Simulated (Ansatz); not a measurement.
An input meant for MoNCl₃⁺ (charge 1, doublet; atoms displaced at random, 0.08 Å in each coordinate).

```yaml
crystal:
  periodic: [false, false, false]
  atoms:
    - {symbol: Mo, position_ang: [0.119377, 0.006722, 0.127376]}
    - {symbol: N, position_ang: [0.041209, -0.025731, 1.638298]}
    - {symbol: Cl, position_ang: [2.197157, -0.048363, -0.482456]}
    - {symbol: Cl, position_ang: [-1.084644, 1.907468, -0.626810]}
    - {symbol: Cl, position_ang: [-1.145769, -1.783087, -0.559909]}
basis:
  gaussian: {orbitals: cc-pVTZ-DK}
total_charge: 1
magnetization: {spin_polarized: true, initial_magnetization: 1}
hamiltonian: {xc: {name: PBE0}, dispersion: d3bjatm}
smearing: {width: 0.1}
output: {forces: true}
```

```sh
$ ansatz run in.yaml --threads 4 --pin off --events-out ev --progress --plain --max-ram 3916MiB
```

(1) Predict how Ansatz answers.

Answers

(1) The program refused the input. The input holds a key that doesn't belong there.
```
Error: YAML parse error: error: line 14 column 1: unknown field `smearing`, expected one of crystal, accuracy, basis, kpoints, hamiltonian, magnetization, projection, total_charge, correlation, batch, efield, external_charges, scf, relax, neb, saddle, md, ramp, phonons, dielectric, real_time, elastic, magnetic_configurations, gw, evaluate, workflow, output, checkpoint, execution
12 | magnetization: {spin_polarized: true, initial_magnetization: 1}
13 | hamiltonian: {xc: {name: PBE0}, dispersion: d3bjatm}
14 | smearing: {width: 0.1}
15 | output: {forces: true}
```
